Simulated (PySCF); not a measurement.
Bond length, frequency and bond energy of BeBr by level of theory

State: ²Σ⁺ (doublet), unpaired electrons σ ↑. Set-up: Be def2-SVPD, Br def2-SVPD; no relativity (PySCF 2.14). De refers to Be + Br in their high-spin ground configurations, without counterpoise correction. The functionals are run spin-unrestricted. A positive dipole means Be(−)Br(+).

| Level | Re (Å) | ωe (cm⁻¹) | De (eV) | μ (D) |
| --- | --- | --- | --- | --- |
| UHF | 2.009 | 679 | 3.02 | -1.25 |
| UHF-MP2 | 2.011 | 671 | 3.44 | n/a |
| UHF-SCS-MP2 | 2.014 | 667 | 3.22 | n/a |
| UHF-CCSD | 2.014 | 665 | 2.76 | n/a |
| UHF-CCSD(T) | 2.017 | 661 | 2.83 | n/a |
| PBE | 2.000 | 664 | 3.63 | -0.71 |
| PBEsol | 1.994 | 669 | 3.82 | -0.71 |
| r²SCAN | 1.996 | 673 | 3.83 | -0.86 |
| r²SCANh | 1.994 | 676 | 3.79 | -0.89 |
| PBE0 | 1.992 | 679 | 3.58 | -0.84 |
| M06 | 1.991 | 671 | 3.24 | -0.98 |
| ωB97X | 2.000 | 669 | 3.32 | -1.04 |

The bond length runs from 1.991 Å (M06) to 2.017 Å (UHF-CCSD(T)). De spans 2.76 eV (UHF-CCSD, coupled cluster) to 3.83 eV (r²SCAN, meta-GGA). Correlation at CCSD(T) changes the Hartree–Fock bond energy by -0.19 eV; the triples alone change it by +0.07 eV.

Correlated steps freeze 9 core orbitals. Correlated levels converge slowly with the basis: in double zeta they bind strong bonds too weakly, by up to about 1 eV, and carry superposition errors of some tenths. Spin–orbit coupling is left out. The state was picked by a PBE0 search and need not be the measured ground state.
